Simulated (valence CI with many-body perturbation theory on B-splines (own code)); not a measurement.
# V⁸⁺: E2, M1, M2 decay

Level of theory: valence CI with perturbative core correlation (CI+MBPT): five valence electrons over a frozen Dirac-Fock core [Ne], a basis of 9 s, 9 p, 8 d, 6 f, 3 g, 1 h functions for each j, with the one-electron correlation potential Σ1 (screened to all orders), the two-electron term Σ2, the three-electron term Σ3, Breit, model QED; selected single and double excitations, second order for the rest, scaled by the run's own slope (own B-spline code, finite nucleus).

No measured spectrum was set against this ion. As an estimate, levels of excited configurations hold to 0.05 to 0.15 % of their energy, terms of the ground configuration to about 0.5 %. Among the levels kept, up to 700 cm⁻¹ of a level comes from second order outside the variational space, and about a tenth of that is noise between levels of different J, which matters for small intervals.

Lines 1 to 19 of 19 in falling wavelength, among levels below 507560 cm⁻¹, chosen from the decays that carry over 1 % of a level's rate. Wavelengths and rates use the calculated energies, so an error of 200 cm⁻¹ moves a line at 4096 Å by 0.82 % and its rate by three times that or more. Electric multipoles are in the length gauge, E1 and E2 with the static RPA response of the core. S is in atomic units (e²a₀⁴ for E2 and M2, e²a₀⁶ for E3), for M1 in squared Bohr magnetons. Weak lines are less certain than strong ones. Lines between different terms over intervals too small for the method are left out, as are lines whose strength nearly cancels.

Names give the largest LS component (configuration and term), which can be under half, so a name can repeat, a term be missing and a line seem to break the LS rules; names also repeat where a configuration has a term twice. Letters in brackets count levels of one name in rising energy.

```
λ vac (Å)            Upper                Lower  Type   A (s⁻¹)  S (a.u.)
    61920   3s²3p³ ²D°_5/2       3s²3p³ ²D°_3/2    M1  4.28e-02  2.26e+00
    29480  3s²3p²3d ⁴F_9/2      3s²3p²3d ⁴F_7/2    M1  1.02e+00  9.73e+00
     4096   3s²3p³ ²P°_1/2       3s²3p³ ²D°_3/2    M1  1.59e+01  8.11e-02
     4002   3s²3p³ ²P°_3/2       3s²3p³ ²D°_5/2    M1  1.57e+01  1.49e-01
     3759   3s²3p³ ²P°_3/2       3s²3p³ ²D°_3/2    M1  3.29e+01  2.59e-01
     3209  3s²3p²3d ²G_9/2      3s²3p²3d ⁴D_7/2    M1  1.63e+00  1.99e-02
     2862   3s²3p³ ²D°_3/2       3s²3p³ ⁴S°_3/2    M1  5.81e+00  2.02e-02
     2736   3s²3p³ ²D°_5/2       3s²3p³ ⁴S°_3/2    M1  1.64e-01  7.45e-04
     2736   3s²3p³ ²D°_5/2       3s²3p³ ⁴S°_3/2    E2  2.70e-02  2.22e-02
     2594  3s²3p²3d ²G_9/2  3s²3p²3d ²F_7/2 [a]    M1  1.06e+00  6.84e-03
     2251  3s²3p²3d ²G_9/2      3s²3p²3d ⁴F_9/2    M1  2.44e+01  1.03e-01
     2092  3s²3p²3d ²G_9/2      3s²3p²3d ⁴F_7/2    M1  1.12e+01  3.81e-02
     1685   3s²3p³ ²P°_1/2       3s²3p³ ⁴S°_3/2    M1  3.66e+01  1.30e-02
     1625   3s²3p³ ²P°_3/2       3s²3p³ ⁴S°_3/2    M1  7.99e+01  5.08e-02
    806.3  3s²3p²3d ²G_9/2         3s3p⁴ ²D_5/2    E2  1.56e+01  4.74e-02
    760.3  3s²3p²3d ⁴F_9/2         3s3p⁴ ⁴P_5/2    E2  3.66e+01  8.29e-02
    568.3  3s²3p²3d ²G_9/2         3s3p⁴ ⁴P_5/2    E2  2.84e+00  1.51e-03
    323.6  3s²3p²3d ⁴F_9/2       3s²3p³ ²D°_5/2    M2  1.67e+01  5.29e-04
    282.9  3s²3p²3d ²G_9/2       3s²3p³ ²D°_5/2    M2  3.90e+00  6.32e-05
```
